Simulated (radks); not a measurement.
The potassium ion K1.25+, 17.75 electrons, occupied as [Ne] 3s2 3p(up 3, down 2.75) (fractional occupations, a model configuration).

Method: scalar-relativistic Kohn-Sham, PBEsol, spin-polarised, spherical densities, point nucleus; computed with a radial shooting solver on a logarithmic mesh with Libxc functionals.

Energy parts (eV):
total: -16350.952
kinetic: 16446.948
electron-nucleus: -38764.786
Hartree: 6845.944
exchange-correlation: -879.058

Orbitals (lengths in bohr, moments of r in powers of bohr; <r^-3> diverges for s and p1/2; r(max) is where P^2 peaks):
orbital  occ.  eigenvalue (eV)   r(max)  <r^-3>   <1/r>     <r^2>
1s up       1        -3527.587  0.05307       -   18.70  0.008853
1s down     1        -3527.525  0.05307       -   18.70  0.008853
2s up       1        -363.0995   0.3185       -   3.795    0.1786
2s down     1        -363.0433   0.3185       -   3.795    0.1785
2p up       3        -290.1651   0.2627   154.7   3.699    0.1526
2p down     3        -290.0867   0.2627   154.7   3.699    0.1526
3s up       1         -45.0682    1.074       -   1.107     1.832
3s down     1         -44.7799    1.074       -   1.106     1.836
3p up       3         -28.4128    1.149   14.95  0.9721     2.334
3p down  2.75         -28.1438    1.150   14.90  0.9706     2.344

The highest occupied level is 3p down at -28.144 eV. Summed over all electrons, <r^2> = 18.41 bohr^2, which gives a Langevin (diamagnetic) susceptibility term of -14.6 x 10^-6 cm^3/mol. Spin moment in Bohr magnetons: 0.25.
